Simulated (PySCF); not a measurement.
2-fluorocyclopenta-1,3-diene (C5H5F), SMILES C1C=C(F)C=C1.

Geometry: PBE0-D3(BJ)/def2-SVP. Other conformers were not sampled.

Calculation: CAM-B3LYP/def2-TZVP (PySCF).

Symmetry labels are those of the subgroup Cs that the program uses (full group Cs).

Computed valence orbital energies around the gap with their symmetry:
| orbital | symmetry | energy (eV) |
|---|---|---|
| HOMO−7 | A' | -14.49 |
| HOMO−6 | A' | -13.91 |
| HOMO−5 | A" | -13.83 |
| HOMO−4 | A' | -12.43 |
| HOMO−3 | A' | -11.99 |
| HOMO−2 | A' | -11.46 |
| HOMO−1 | A" | -9.87 |
| HOMO | A" | -7.77 |
| LUMO | A" | 0.46 |
| LUMO+1 | A' | 2.26 |
| LUMO+2 | A' | 3.11 |
| LUMO+3 | A" | 3.23 |
